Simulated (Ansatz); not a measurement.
This geometry of CH₆S₃Si (11 atoms, charge 0, multiplicity 1) is a first-order saddle point.

Method: RKS PBE0/def2-SVP (Ansatz 0.2.0).

```xyz
11
Properties=species:S:1:pos:R:3
Si -1.376 0.380 0.640
C 0.404 0.882 0.233
S 1.630 -0.187 1.032
S 1.708 -1.787 -0.386
S 1.520 -1.038 -2.349
H -1.616 0.526 2.105
H -2.344 1.231 -0.116
H -1.571 -1.050 0.253
H 0.610 0.852 -0.858
H 0.637 1.904 0.570
H 0.463 -1.770 -1.104
```

Q: Which two structures does it join? (They come from a converged band through this point; their orientation in space is the band's.)

A: Bonds broken: S5–H11. Bonds formed: S4–H11.

Initial state:

```xyz
11
Properties=species:S:1:pos:R:3
Si -1.456 0.440 0.842
C 0.248 0.933 0.173
S 1.626 -0.048 0.853
S 1.351 -1.905 0.013
S 2.184 -1.833 -1.896
H -1.484 0.667 2.317
H -2.506 1.285 0.192
H -1.735 -0.995 0.549
H 0.301 0.912 -0.928
H 0.474 1.969 0.477
H 1.062 -1.481 -2.569
```

Final state:

```xyz
11
Properties=species:S:1:pos:R:3
Si -1.408 0.417 0.645
C 0.380 0.871 0.230
S 1.569 -0.266 0.967
S 1.823 -1.632 -0.771
S 1.489 -0.708 -2.469
H -1.644 0.527 2.115
H -2.364 1.311 -0.078
H -1.644 -0.998 0.222
H 0.546 0.836 -0.876
H 0.664 1.888 0.544
H 0.654 -2.302 -0.507
```

Q: How far does it lie above each of them?

A: 2.03 eV above the first and 0.94 eV above the second. This is the barrier of this one path; another mechanism may lie lower. The orbitals stay closed-shell, which can raise the energy where a bond breaks towards radicals; this wasn't checked here.

Run time: 8.9 min on 2 threads of Arm Neoverse V1, with other jobs on the host, peak memory 0.32 GiB.
